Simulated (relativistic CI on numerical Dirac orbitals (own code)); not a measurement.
**Spin-allowed bands of a d3 ion in an octahedral site, by hand**

Problem. Take Δ = 14800 cm⁻¹ and B = 850 cm⁻¹ for a d3 ion in an octahedral site. Calculate the three spin-allowed bands.

Working.
1. The terms of highest spin are 4F (energy 0) and 4P (15B = 12750 cm⁻¹). Here the F term splits into A2 at −1.2Δ = -17760, T2 at −0.2Δ = -2960 and T1 at +0.6Δ = 8880 cm⁻¹.
2. The two T1 states mix through the element 0.4Δ: H = [[8880, 5920], [5920, 12750]], with roots ½(H₁₁ + H₂₂) ∓ ½√[(H₂₂ − H₁₁)² + 4H₁₂²] = ½(21630) ∓ ½(12456) = 4587 and 17043 cm⁻¹.
3. The ground term is 4A2 at -17760 cm⁻¹.
4. Bands: 4T2 14800 cm⁻¹ (676 nm), 4T1(F) 22347 cm⁻¹ (447 nm), 4T1(P) 34803 cm⁻¹ (287 nm).

Check. Exact diagonalisation of the whole d3 shell with these parameters gives 4T2 14800, 4T1 22347, 4T1 34803 cm⁻¹. The match is exact, since without spin-orbit coupling no other term has this spin. The ratio of the second band to the first, 1.510, depends on Δ/B = 17.4 alone, which is how a Tanabe-Sugano diagram is read.
